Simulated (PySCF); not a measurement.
Polarisability and C₆ of Rb⁺ (rubidium, charge +1)

[Kr], closed-shell 1S. All numbers are calculated (PySCF 2.14, scalar relativity by spin-free X2C-1e, in aug-cc-pVTZ-X2C). Coupled (time-dependent) response in atomic units; α is the mean over directions.

```
method  mean α (bohr³)  C₆ (like pair)  S(−4)
   UHF           8.864           51.18  12.52
   PBE           9.235           53.74  14.24
  PBE0           9.054           52.44  13.41
  BP86           9.213           53.64  14.09
```

S(−4) is the Cauchy moment in α(ω) = α(0) + S(−4) ω² + …

α(iu) at UHF:

```json
{"u (hartree)": "0", "α(iu) (bohr³)": "8.864"}
{"u (hartree)": "0.0500", "α(iu) (bohr³)": "8.833"}
{"u (hartree)": "0.100", "α(iu) (bohr³)": "8.741"}
{"u (hartree)": "0.200", "α(iu) (bohr³)": "8.394"}
{"u (hartree)": "0.300", "α(iu) (bohr³)": "7.877"}
{"u (hartree)": "0.500", "α(iu) (bohr³)": "6.607"}
{"u (hartree)": "0.750", "α(iu) (bohr³)": "5.059"}
{"u (hartree)": "1.00", "α(iu) (bohr³)": "3.829"}
{"u (hartree)": "1.50", "α(iu) (bohr³)": "2.274"}
{"u (hartree)": "2.00", "α(iu) (bohr³)": "1.455"}
{"u (hartree)": "3.00", "α(iu) (bohr³)": "0.7187"}
{"u (hartree)": "5.00", "α(iu) (bohr³)": "0.2755"}
```

A single London oscillator, α(iu) = α/(1 + u²/ω²), gives C₆ = (3/4) ω α². Matching the computed C₆ needs ω = 4 × 51.18 / (3 × 8.864²) = 0.869 hartree.

For an ion, C₆ is the dispersion term alone; charge-induced terms of lower order in 1/R come first.
